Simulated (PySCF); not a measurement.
SnH3F, SMILES [F][SnH3]. Atoms are numbered in the order given.

```xyz
5

Sn     0.0000     0.0000    -0.2608
F      0.0000     0.0000     1.6796
H      1.4288     0.8249    -0.6915
H     -1.4288     0.8249    -0.6915
H      0.0000    -1.6498    -0.6915
```
Charge 0, spin multiplicity 1.

Coordinates come from a B3LYP-D3(BJ)/def2-TZVP optimisation. The def2 effective core potentials stand for the cores of Sn; spin–orbit coupling is left out.

Calculation: PySCF with HF/def2-TZVPD.

Mulliken values depend strongly on the basis, most of all with diffuse functions as here. ESP charges are fitted to the potential on shells at 1.4 to 2.0 van der Waals radii. Atomic charges (e):

```csv
atom,ESP fit,Mulliken
Sn1,[?],0.71
F2,[?],-0.63
H3,[?],-0.03
H4,[?],-0.03
H5,[?],-0.03
```

Some entries are withheld; supply them. (An estimate is asked for; the answer gives what the named calculation found.)


- Sn1, ESP fit: 0.76
- F2, ESP fit: -0.42
- H3, ESP fit: -0.11
- H4, ESP fit: -0.11
- H5, ESP fit: -0.11
